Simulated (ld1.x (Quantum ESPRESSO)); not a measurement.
What one change does to a pseudopotential (nickel, TM)

- Element: nickel
- Generator: ld1.x (Quantum ESPRESSO) 7.5
- Type: norm-conserving Troullier–Martins (Kleinman–Bylander form)
- Functional: PBE
- Relativity: scalar-relativistic
- Frozen core: [Ne] 3s2
- Valence charge: 16
- Reference configuration: 3p6 3d8 4s2 4p0
- Partial waves: 4s (bound): rc 1.75 bohr; 3p (bound): rc 0.95 bohr; 3d (bound): rc 1.05 bohr
- Local potential: all-electron potential smoothed inside 1.35 bohr (lloc = -1)
- Core correction: a·sin(br)/r model core inside 0.80 bohr

Change: all radii but the core radius scaled by about 1.37 (s 2.40, p 1.30, d 1.44 bohr); local potential all-electron potential smoothed inside 1.84 bohr (lloc = -1).

Cutoffs: the cutoffs (Ry, on a coarse ladder) from which the occupation-weighted sum of valence levels, in a spherical-Bessel basis at the reference potential, stays within 10 and 1 mRy of its value at 400 Ry; they do not see the model core or the augmentation charge, which bear on the density cutoff. Errors are all-electron minus pseudo energies relative to the spin-unpolarised reference configuration.

Task: What does the change do?

Result: The potential gets softer (200 Ry and 300 Ry → 140 Ry and 230 Ry); the bound ghost in s disappears; the number of tests that count goes from 6 to 7; of the 6 tests that both files solve, the error grows in 2 and shrinks in 2 by more than 15 % and 0.3 meV (median size 23.3 → 52.1 meV). A larger radius leaves more room for a smooth pseudo-wave, so fewer plane waves are needed.

| quantity | base | changed |
| --- | --- | --- |
| cutoff, loose | 200 Ry | 140 Ry |
| cutoff, tight | 300 Ry | 230 Ry |
| loose cutoff by channel (10 mRy a level) | s 18 Ry, p 70 Ry, d 180 Ry | s 8 Ry, p 70 Ry, d 110 Ry |
| bound ghosts | s | none |
| tests counted (converged, no solver errors) | 6 of 7 | 7 of 7 |
| error for 3p6 3d8 4s1 4p0, meV [ΔE 9.32 eV] | -7.8 | -3.2 |
| error for 3p6 3d8 4s0 4p0, meV [ΔE 26.67 eV] | -41 | -35 |
| error for 3p6 3d7 4s0 4p0, meV [ΔE 64.14 eV] | +26 | -69 |
| error for 3p6 3d6 4s0 4p0, meV [ΔE 121.70 eV] | +1.5 | -218 |
| error for 3p6 3d8.5 4s1.5 4p0, meV [ΔE -1.18 eV] | -20 | -14 |
| error for 3p6 3d9 4s0 4p0, meV [ΔE 6.32 eV] | -122 | -110 |

Base: Tests not counted: 3p5 3d8 4s2 4p0 (solver errors, printed error -2780 eV). These tests converged, but a pseudo level misses the all-electron one widely, so the file describes the atom poorly there or has found another state: 3p6 3d7 4s0 4p0: empty 4s by 4.0 eV (a node warning on the way); 3p6 3d6 4s0 4p0: empty 4s by 12.6 eV. A true bound ghost makes a file unfit for plane-wave use even where its test errors are small: the radial tests pick states by their node count and pass the ghost by. Where a test does run into it, the solver fails or the error is huge.
